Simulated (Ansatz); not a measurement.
C3H7BFN can be A, `BC(F)CN=C`, or B, `BC(=C)NCF`.

Isolated molecules relaxed with PBE0-D4/def2-TZVP in Ansatz; ΔE leaves out vibrations. CBS: MP2 limit from def2 TZ/QZ plus the TZ coupled-cluster correction, frozen cores. DFT in def2-TZVPP. B3LYP here is the variant with VWN-RPA as its local correlation; programs differ in this. Each species was taken in one conformer, which may not be the lowest.

Question: Which isomer does CCSD(T)/CBS put lower? Give the gap. (Best estimate.)

Answer: Ansatz gave: B, by 16.0 kcal/mol.

Question: Give E(B) − E(A) in kcal/mol with HF/def2-TZVPP, B3LYP-D4, r2SCAN-D4, PBE0-D4, PBE-D4, MP2/def2-TZVPP, CCSD(T)/def2-TZVPP. (Best estimate.)

Answer: The calculation gave: HF/def2-TZVPP -13.4, B3LYP-D4 -17.4, r2SCAN-D4 -17.9, PBE0-D4 -17.7, PBE-D4 -18.1, MP2/def2-TZVPP -16.9, CCSD(T)/def2-TZVPP -15.2. None reverses the order clearly.

Largest T1 diagnostic: 0.012.

In def2-TZVPP, CCSD(T) changes the Hartree–Fock value by −1.8 kcal/mol (the triples alone add −0.7 kcal/mol) and MP2 by −3.5 kcal/mol.
